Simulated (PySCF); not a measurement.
## Li⁺ (lithium, charge +1) across methods

1s2, closed-shell 1S. Computed with PySCF 2.14 in dyall-av3z, with no relativity, point nucleus.

```json
{"method": "r2SCAN", "E (hartree)": "-7.2816", "mean ε 1s (eV)": "-61.919", "Σ⟨r²⟩ (bohr²)": "0.9039", "⟨S²⟩": "0.000"}
{"method": "B3LYP", "E (hartree)": "-7.2861", "mean ε 1s (eV)": "-64.055", "Σ⟨r²⟩ (bohr²)": "0.9142", "⟨S²⟩": "0.000"}
{"method": "LDA", "E (hartree)": "-7.1428", "mean ε 1s (eV)": "-59.600", "Σ⟨r²⟩ (bohr²)": "0.9364", "⟨S²⟩": "0.000"}
{"method": "PBE0", "E (hartree)": "-7.2625", "mean ε 1s (eV)": "-64.484", "Σ⟨r²⟩ (bohr²)": "0.9105", "⟨S²⟩": "0.000"}
{"method": "PBE", "E (hartree)": "-7.2567", "mean ε 1s (eV)": "-60.409", "Σ⟨r²⟩ (bohr²)": "0.9197", "⟨S²⟩": "0.000"}
{"method": "LC-wPBE", "E (hartree)": "-7.2667", "mean ε 1s (eV)": "-66.312", "Σ⟨r²⟩ (bohr²)": "0.9219", "⟨S²⟩": "0.000"}
{"method": "M06", "E (hartree)": "-7.2925", "mean ε 1s (eV)": "-64.711", "Σ⟨r²⟩ (bohr²)": "0.9031", "⟨S²⟩": "0.000"}
{"method": "UHF", "E (hartree)": "-7.23641", "mean ε 1s (eV)": "-75.984", "Σ⟨r²⟩ (bohr²)": "0.8906", "⟨S²⟩": "0.000"}
```

Question: Estimate the same row for B97-3.

Answer: E (hartree) = -7.2899; mean ε 1s (eV) = -64.969; Σ⟨r²⟩ (bohr²) = 0.9034; ⟨S²⟩ = 0.000.
